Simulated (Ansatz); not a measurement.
CHClNOSi, SMILES `O=C=N[SiH]Cl` radical, one more setting.

```yaml
crystal:
  periodic: [false, false, false]
  atoms:
    - {symbol: O, position_ang: [-1.132050, 1.773040, 1.814393]}
    - {symbol: C, position_ang: [-0.700091, 0.914242, 1.163265]}
    - {symbol: N, position_ang: [-0.294724, -0.004218, 0.506058]}
    - {symbol: Si, position_ang: [0.846054, -0.775620, -0.495628]}
    - {symbol: Cl, position_ang: [0.957411, 0.188780, -2.302766]}
    - {symbol: H, position_ang: [0.365500, -2.160222, -0.731522]}
basis:
  gaussian: {orbitals: cc-pVDZ}
magnetization: {spin_polarized: true, initial_magnetization: 3}
hamiltonian: {xc: {name: wPBEh}}
```

```sh
$ ansatz run in.yaml --threads 4 --pin off --events-out ev --progress --plain --max-ram 10444MiB
```

It prints (some lines left out):

```
Functional definition: wPBEh
819 factors; integrals over basis functions are off by at most 1.1e-3 eV
76 factors; integrals over basis functions are off by at most 3.3e-7 eV
mean field evaluation 1: about -24961.5971 eV, gradient 4.4e1 eV
mean field evaluation 2: about -24876.0402 eV, gradient 1.2e2 eV
mean field evaluation 4: about -24969.5527 eV, gradient 3.0e1 eV
mean field evaluation 8: about -24973.8861 eV, gradient 9.6e-1 eV
mean field evaluation 16: about -24974.1337 eV, gradient 2.3e-2 eV
mean field evaluation 32: about -24974.1338 eV, gradient 5.7e-5 eV
mean field -24974.13378287 eV, -917.7824884445 hartree, gradient 1.9e-5 eV, S^2 3.757327; 4 other end points of the search recorded, 0 dependent functions left out
reference -24974.13381356 eV, -917.7824895724 hartree; 28, 25 occupied and 55, 58 virtual orbitals, 819 factors
Total energy: -24974.13381356 eV, -917.7824895724 hartree
```

Hardware: 4 threads of an INTEL XEON PLATINUM 8581C on a shared host. Wall time 1.8 s, peak host memory 0.26 GiB.
